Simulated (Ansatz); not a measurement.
`C[O][Ga]([F])[Cl]` → `[CH2]` (triplet) + `[OH][Ga]([F])[Cl]` at 600 K and 1 bar (formal loss of a carbene).

Program: Ansatz. Geometries: PBE0-D4/def2-TZVP. ΔE: electronic, gas phase. CCSD(T)/CBS adds triple-zeta CCSD(T) − MP2 to the extrapolated MP2 energy (def2 sets, frozen cores). This one scheme is used for every species. Triplets are unrestricted, without spin–orbit coupling. For Ga outer-core shells are correlated without core-valence functions, which leaves a few kJ/mol of doubt a bond. Scalar relativity is left out up to krypton. Each species was taken in one conformer, which may not be the lowest.

```json
{"species": "`C[O][Ga]([F])[Cl]`", "CCSD(T)/CBS energy (Eh)": "-2598.65197", "H − E (kJ/mol)": "175.0", "S (J/(mol·K))": "448.2"}
{"species": "`[CH2]` (triplet)", "CCSD(T)/CBS energy (Eh)": "-39.09499", "H − E (kJ/mol)": "66.5", "S (J/(mol·K))": "220.8"}
{"species": "`[OH][Ga]([F])[Cl]`", "CCSD(T)/CBS energy (Eh)": "-2559.41427", "H − E (kJ/mol)": "88.2", "S (J/(mol·K))": "384.2"}
```

H − E and S are ideal-gas, rigid-rotor, harmonic terms from PBE0-D4/def2-TZVP, for one conformer and one mirror image of each species, with the whole ground term of open shells counted as degenerate. 1 Eh = 2625.50 kJ/mol, R = 8.31446 J/(mol·K).

Q: By hand: ΔE, ΔH, ΔS and ΔG.

A: ΔE = (-39.09499) + (-2559.41427) − (-2598.65197) = 0.14271 Eh = 374.7 kJ/mol. Δ(H − E) = 66.5 + 88.2 − 175.0 = -20.3, so ΔH = 354.4 kJ/mol. ΔS = 220.8 + 384.2 − 448.2 = 156.8 J/(mol·K). ΔG = 354.4 − 600 × (156.8)/1000 = 260.3 kJ/mol.

Q: By hand: the equilibrium constant, and the temperature at which ΔG would vanish if ΔH and ΔS stayed fixed.

A: log₁₀ K = −ΔG/(RT ln 10) = -22.7. ΔG = 0 at ΔH/ΔS = 2260 K.

The number of gas molecules changes by +1, which sets the sign of ΔS. A doubt of 5 kJ/mol in ΔE shifts log₁₀ K by 0.4 here. Other conformers and mirror images would add mixing entropy, several J/(mol·K) or more a flexible species. A triplet takes part, so the spin changes. These are equilibria of isolated gas molecules and say nothing of rates. Largest T1 diagnostic: 0.014 (customary marks: 0.02 for closed shells, 0.045 for open ones).
